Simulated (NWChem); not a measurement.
System: SrBr2; SMILES [Br][Sr][Br]

```xyz
3

Sr     0.0000     0.0000     0.4290
Br     2.6976     0.0000    -0.2329
Br    -2.6976     0.0000    -0.2329
```
Atoms are numbered in this order, from 1.

Computed with NWChem. Medium grid unless said otherwise, to which SCAN and Minnesota functionals are sensitive. Geometry: optimised at PBE-D3(BJ)/def2-SVP. def2 effective core potentials on Sr; no spin-orbit coupling. B3LYP is NWChem's, with the RPA form of VWN correlation.

Problem. Order these by “dipole (D)”, lowest first: LC-wPBE (HJS exchange hole, range parameter 0.4 per bohr)/def2-TZVP; OLYP/def2-TZVP; M06-L/def2-TZVP; PBE0/def2-TZVP; Hartree-Fock/def2-TZVP.

Solution. OLYP/def2-TZVP (3.81), PBE0/def2-TZVP (3.95), M06-L/def2-TZVP (4.03), LC-wPBE (HJS exchange hole, range parameter 0.4 per bohr)/def2-TZVP (4.10), Hartree-Fock/def2-TZVP (4.26)
